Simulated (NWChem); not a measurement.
System: H2SeS2; SMILES [Se](S)S

Here is an NWChem input.

```
start job
memory heap 200 mb stack 900 mb global 1100 mb
geometry units angstroms noautoz
  Se     0.000000     0.000000     0.796168
  S      1.787398    -0.106259    -0.544011
  H      1.968008     1.221630    -0.737543
  S     -1.787398     0.106259    -0.544011
  H     -1.968008    -1.221630    -0.737543
end
basis spherical
  Se library 6-31g*
  S library 6-31g*
  H library 6-31g*
end
dft
  xc xpbe96 cpbe96
  iterations 150
  mulliken
end
task dft energy
```

Output (shortened):

```
             Northwest Computational Chemistry Package (NWChem) 7.3.0
             --------------------------------------------------------

 C2  symmetry detected

                             Geometry "geometry" -> ""
                             -------------------------

 Output coordinates in angstroms (scale by  1.889725989 to convert to a.u.)

  No.       Tag          Charge          X              Y              Z
 ---- ---------------- ---------- -------------- -------------- --------------
    1 Se                  34.0000     0.00000000     0.00000000     0.67578162
    2 S                   16.0000     1.79002039    -0.04369869    -0.66439738
    3 H                    1.0000     1.92409109     1.28969330    -0.85792938
    4 S                   16.0000    -1.79002039     0.04369869    -0.66439738
    5 H                    1.0000    -1.92409109    -1.28969330    -0.85792938

 Effective nuclear repulsion energy (a.u.)     325.1447703018

      Symmetry information
      --------------------

 Group name             C2
 Group number              4
 Group order               2
 No. of unique centers     3

  pbe96 is a nonlocal functional; adding pw91lda local functional.

                                 NWChem DFT Module
                                 -----------------

 Summary of "ao basis" -> "ao basis" (spherical)
 ------------------------------------------------------------------------------
       Tag                 Description            Shells   Functions and Types
 ---------------- ------------------------------  ------  ---------------------
 Se                          6-31g*                 12       32   5s4p3d
 S                           6-31g*                  8       18   4s3p1d
 H                           6-31g*                  2        2   2s

      Symmetry analysis of basis
      --------------------------

        a          38
        b          34

            General Information
            -------------------
          SCF calculation type: DFT
          Wavefunction type:  closed shell.
          No. of atoms     :     5
          No. of electrons :    68
           Alpha electrons :    34
            Beta electrons :    34
          Charge           :     0
          Spin multiplicity:     1
          Use of symmetry is: on ; symmetry adaption is: on
          Maximum number of iterations: 150
          AO basis - number of functions:    72
                     number of shells:    32
          Convergence on energy requested:  1.00D-06
          Convergence on density requested:  1.00D-05
          Convergence on gradient requested:  5.00D-04

              XC Information
              --------------
          PerdewBurkeErnzerhof Exchange Functional  1.000
            Perdew 1991 LDA Correlation Functional  1.000 local
           PerdewBurkeErnz. Correlation Functional  1.000 non-local

             Grid Information
             ----------------
          Grid used for XC integration:  medium
          Radial quadrature: Mura-Knowles
          Angular quadrature: Lebedev.
          Tag              B.-S. Rad. Rad. Pts. Rad. Cut. Ang. Pts.
          ---              ---------- --------- --------- ---------
          Se                  1.15      112           8.0       590
          S                   1.00       88          10.0       590
          H                   0.35       45          11.0       434
          Grid pruning is: on
          Number of quadrature shells:   245
          Spatial weights used:  Erf1

      Superposition of Atomic Density Guess
      -------------------------------------

 Sum of atomic energies:       -3195.41317026

      Non-variational initial energy
      ------------------------------

 Total energy =   -3195.914993
 1-e energy   =   -5091.470135
 2-e energy   =    1570.410371
 HOMO         =      -0.251163
 LUMO         =      -0.037921

      Symmetry analysis of molecular orbitals - initial
      -------------------------------------------------

  Numbering of irreducible representations:

     1 a           2 b

  Orbital symmetries:

     1 a           2 b           3 a           4 a           5 b
     6 a           7 b           8 b           9 a          10 a
    11 b          12 a          13 b          14 a          15 b
    16 a          17 b          18 a          19 b          20 b
    21 a          22 a          23 a          24 b          25 a
    26 b          27 a          28 b          29 a          30 b
    31 a          32 a          33 b          34 b          35 a
    36 b          37 a          38 b          39 a          40 b
    41 b          42 a          43 b          44 a

     ---------------------------------------------
      Total Density - Mulliken Population Analysis
     ---------------------------------------------

    Atom       Charge   Shell Charges
 -----------   ------   -------------------------------------------------------
    1 Se  34    33.90   2.00  2.00  6.00  2.00  5.99  1.51  2.81  0.40  1.10  6.94  2.94  0.19
    2 S   16    16.29   2.00  2.00  5.98  1.33  2.96  0.54  1.46  0.03
    3 H    1     0.76   0.41  0.35
    4 S   16    16.29   2.00  2.00  5.98  1.33  2.96  0.54  1.46  0.03
    5 H    1     0.76   0.41  0.35

   convergence    iter        energy       DeltaE   RMS-Dens  Diis-err
 ---------------- ----- ----------------- --------- --------- ---------
 d= 0,ls=0.0,diis     1  -3198.0578136146 -3.52D+03  1.53D-02  4.32D-01
 d= 0,ls=0.0,diis     2  -3198.0740937333 -1.63D-02  1.07D-02  1.93D-01
 d= 0,ls=0.0,diis     3  -3198.0933135398 -1.92D-02  5.78D-03  9.69D-02
 d= 0,ls=0.0,diis     4  -3198.1073711332 -1.41D-02  1.77D-03  1.21D-02
 d= 0,ls=0.0,diis     5  -3198.1091360956 -1.76D-03  3.34D-04  3.60D-04
  Resetting Diis
 d= 0,ls=0.0,diis     6  -3198.1092014940 -6.54D-05  6.61D-05  1.20D-05
 d= 0,ls=0.0,diis     7  -3198.1092033736 -1.88D-06  3.55D-05  5.41D-07
 d= 0,ls=0.0,diis     8  -3198.1092032466  1.27D-07  2.16D-05  1.27D-06
 d= 0,ls=0.0,diis     9  -3198.1092034697 -2.23D-07  4.96D-06  9.19D-08

         Total DFT energy =    -3198.109203469670
      One electron energy =    -5091.790233716364
           Coulomb energy =     1707.065679613233
    Exchange-Corr. energy =     -138.529419668339
 Nuclear repulsion energy =      325.144770301801

 Numeric. integr. density =       67.999987865277

                  Occupations of the irreducible representations
                  ----------------------------------------------

                     irrep           alpha         beta
                     --------     --------     --------
                     a                18.0         18.0
                     b                16.0         16.0

                       DFT Final Molecular Orbital Analysis
                       ------------------------------------

 Vector   32  Occ=2.000000D+00  E=-2.438068D-01  Symmetry=a
              MO Center= -4.2D-14,  1.7D-16, -5.7D-01, r^2= 4.6D+00
   Bfn.  Coefficient  Atom+Function         Bfn.  Coefficient  Atom+Function
  ----- ------------  ---------------      ----- ------------  ---------------
    41      0.478137  2 S  pz                61      0.478137  4 S  pz
    45      0.289492  2 S  pz                65      0.289492  4 S  pz
    37     -0.181707  2 S  pz                57     -0.181707  4 S  pz
    13     -0.173516  1 Se pz                14     -0.169425  1 Se s
    10      0.164108  1 Se s                  6     -0.075569  1 Se s

 Vector   33  Occ=2.000000D+00  E=-2.335719D-01  Symmetry=b
              MO Center=  7.6D-14, -2.7D-15, -5.7D-01, r^2= 4.8D+00
   Bfn.  Coefficient  Atom+Function         Bfn.  Coefficient  Atom+Function
  ----- ------------  ---------------      ----- ------------  ---------------
    39      0.407302  2 S  px                59      0.407302  4 S  px
    41      0.311329  2 S  pz                61     -0.311329  4 S  pz
    43      0.242423  2 S  px                63      0.242423  4 S  px
    45      0.174003  2 S  pz                65     -0.174003  4 S  pz
    35     -0.153538  2 S  px                55     -0.153538  4 S  px

 Vector   34  Occ=2.000000D+00  E=-2.227954D-01  Symmetry=b
              MO Center= -2.1D-14, -2.7D-15,  4.2D-01, r^2= 2.7D+00
   Bfn.  Coefficient  Atom+Function         Bfn.  Coefficient  Atom+Function
  ----- ------------  ---------------      ----- ------------  ---------------
    12      0.724129  1 Se py                16      0.354225  1 Se py
     8     -0.306782  1 Se py                52     -0.161237  3 H  s
    72      0.161237  5 H  s                 42      0.135797  2 S  s
    62     -0.135797  4 S  s                 40     -0.122128  2 S  py
    60     -0.122128  4 S  py                51     -0.100686  3 H  s

 Vector   35  Occ=0.000000D+00  E=-1.027560D-01  Symmetry=a
              MO Center= -5.5D-14, -5.1D-17, -6.2D-02, r^2= 4.5D+00
   Bfn.  Coefficient  Atom+Function         Bfn.  Coefficient  Atom+Function
  ----- ------------  ---------------      ----- ------------  ---------------
    17      0.607823  1 Se pz                13      0.587449  1 Se pz
    14     -0.526395  1 Se s                 43     -0.455501  2 S  px
    63      0.455501  4 S  px                39     -0.368605  2 S  px
    59      0.368605  4 S  px                10      0.347464  1 Se s
    42      0.347152  2 S  s                 62      0.347152  4 S  s

[...]
```

Level: PBE/6-31G* (spherical d). All runs use the structure optimised with B3LYP/6-31G* (spherical d).
